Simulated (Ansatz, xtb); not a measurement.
## CH2AuBrMgSi: where a starting geometry ends

The starting geometry of this gas-phase singlet was built from a drawn formula by distance geometry and a force field; its bonds are those of `C=[Si](Br)[Mg][Au]`.

```json
{"atom": "C", "x (Å)": "2.7179", "y (Å)": "-0.4999", "z (Å)": "-1.1825"}
{"atom": "Au", "x (Å)": "2.3878", "y (Å)": "4.5941", "z (Å)": "-4.5908"}
{"atom": "Br", "x (Å)": "-0.0413", "y (Å)": "-1.3759", "z (Å)": "-3.0120"}
{"atom": "Mg", "x (Å)": "1.2441", "y (Å)": "2.6012", "z (Å)": "-2.5728"}
{"atom": "Si", "x (Å)": "1.4618", "y (Å)": "0.1039", "z (Å)": "-2.1309"}
{"atom": "H", "x (Å)": "3.4006", "y (Å)": "0.2340", "z (Å)": "-0.7827"}
{"atom": "H", "x (Å)": "2.8324", "y (Å)": "-1.5049", "z (Å)": "-0.9847"}
```

Problem. Where would you expect an optimisation with r2SCAN-D4/def2-SVP to take it?

Solution. It keeps its bonds, and is `C=[Si](Br)[Mg][Au]`. Distances that change by over a tenth: Au2–Mg4 (3.06 → 2.44 Å).

The energy falls by 1.21 eV over 13 steps:

```
step  E − E(last) (eV)
   1             1.209
   2             0.592
   4             0.100
   5             0.040
   6             0.013
   8             0.004
   9             0.003
  10             0.000
  12             0.000
  13             0.000
```

Final geometry (Å):

```xyz
7

C     2.7155   -0.5887   -1.0666
Au    1.7247    4.7251   -4.3183
Br   -0.0246   -1.0304   -3.0112
Mg    1.7355    2.5148   -3.2876
Si    1.7086    0.1932   -2.2264
H     3.5736   -0.0506   -0.6461
H     2.5700   -1.6109   -0.7001
```

From the same start GFN2-xTB ends elsewhere, differing in C1–Mg4 (2.43 against 3.94 Å here), Br3–Mg4 (2.53 against 3.97 Å here), Br3–Si5 (3.10 against 2.26 Å here).

The end wasn't checked by frequencies. Atoms past krypton carry core potentials, without spin–orbit terms. Run with Ansatz 0.2.0, 71 s on 2 threads of Arm Neoverse V1, on a shared host.
